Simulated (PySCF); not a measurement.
**Effect of structural changes**

Theory: PySCF, GIAO KT3/pcSseg-1 magnetisability, rotational g tensor and spin-rotation constants, non-relativistic, gas phase. Geometry: GFN2-xTB.

Each molecule in one low-energy conformer.

The calculation is non-relativistic, which matters for the atoms heavier than Zn.

**Question.** How does the isotropic susceptibility change along this series?
- C=C([Se]C)C1CC1 (H on C replaced by cPr)
- C=C(OC)[Se]C (H on C replaced by OCH3)
- C=C(CC#N)[Se]C (H on C replaced by CH2CN)
- C=C(NC(C)=O)[Se]C (H on C replaced by NHCOCH3)
- C=C(OC(C)=O)[Se]C (H on C replaced by OCOCH3)

**Answer.** 
```
         molecule  χ, cgs (10⁻⁶ cm³/mol)  magnetisability anisotropy (10⁻³⁰ J/T²)
  C=C([Se]C)C1CC1                  -92.3                                      149
     C=C(OC)[Se]C                  -74.8                                      113
   C=C(CC#N)[Se]C                  -80.8                                      151
C=C(NC(C)=O)[Se]C                  -84.9                                      196
C=C(OC(C)=O)[Se]C                  -84.4                                      140
```
The isotropic susceptibility is lowest for C=C([Se]C)C1CC1 and highest for C=C(OC)[Se]C.
